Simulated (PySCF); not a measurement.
# The second ionisation energy along the alkaline earths

All values are computed (PySCF 2.14, energy differences of UHF-based or UKS calculations, no spin-orbit coupling). Values in eV. The last column holds reference values (NIST; (s) semi-empirical, (t) theoretical, else measured). Unmarked ones compare directly (S terms, centres of terms, or small fine structure); those marked * lie between the lowest fine-structure levels and include a spin-orbit shift.

```json
{"element": "Be (dyall-av3z, spin-free X2C)", "configurations": "[He] 2s1 → 1s2", "UHF": "18.130", "LDA": "18.256", "PBE": "18.499", "PBE0": "18.460", "r2SCAN": "18.191", "reference": "18.211"}
{"element": "Mg (dyall-av3z, spin-free X2C)", "configurations": "[Ne] 3s1 → [Ne]", "UHF": "14.745", "LDA": "15.376", "PBE": "15.360", "PBE0": "15.255", "r2SCAN": "15.043", "reference": "15.035"}
{"element": "Ca (dyall-av3z, spin-free X2C)", "configurations": "[Ar] 4s1 → [Ar]", "UHF": "11.358", "LDA": "12.164", "PBE": "12.036", "PBE0": "11.921", "r2SCAN": "11.717", "reference": "11.872"}
```

**Question.** Which of these methods has the smallest mean absolute error against the measured values here?

**Answer.** r2SCAN, with 0.061 eV.

```csv
method,elements,mean error (eV),mean absolute error (eV),largest error (eV)
UHF,3,-0.295,0.295,-0.514
LDA,3,0.226,0.226,0.340
PBE,3,0.259,0.259,0.325
PBE0,3,0.172,0.172,0.249
r2SCAN,3,-0.056,0.061,-0.155
```

Errors include the incompleteness of the basis and the frozen core.
